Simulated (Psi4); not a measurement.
C₃H₁₀N, charge +1, singlet, at a GFN2-xTB geometry. Base run: CCSD(T)/3-21G run with Psi4.

Psi4 was given this input:
```
memory 2 GB

molecule mol {
1 1
  N    -0.001457   -0.000790    0.349071
  C    -0.006831    1.403606   -0.098896
  C     1.219405   -0.695183   -0.098525
  C    -1.211296   -0.707730   -0.108702
  H    -0.002470    1.441351   -1.187098
  H     0.873397    1.924963    0.272714
  H    -0.895476    1.915832    0.265308
  H     1.254596   -0.710204   -1.186717
  H     1.229226   -1.720741    0.265951
  H     2.105741   -0.184277    0.273087
  H    -1.237217   -0.723067   -1.197150
  H    -2.105939   -0.206018    0.255454
  H    -1.213580   -1.733351    0.255724
  H    -0.005745   -0.003113    1.375966
}

set basis 3-21g
set reference rhf

energy('ccsd(t)')
print_variables()
```

Each row names what was changed in the base input (with any setting that the change needs).

```tsv
change	ΔE vs base (kcal/mol)	MP2 correlation (Eh)	basis functions	core-seconds (rough)
base	0.000	-0.38822	56	30
method = mp2	38.14	-0.38813	56	4
method = fno-ccsd(t)	0.000	-0.38822	56	20
method = cisd	39.89	-0.38822	56	8
method = mp2.5	27.14	-0.38813	56	5
method = dlpno-mp2	38.22	-0.38801	56	6
method = qcisd(t)	-0.173	-0.38822	56	20
freeze_core = on	4.14	-0.38132	56	20
method = scs-mp2	32.31	-0.38822	56	5
puream = on	0.000	-0.38822	56	20
```
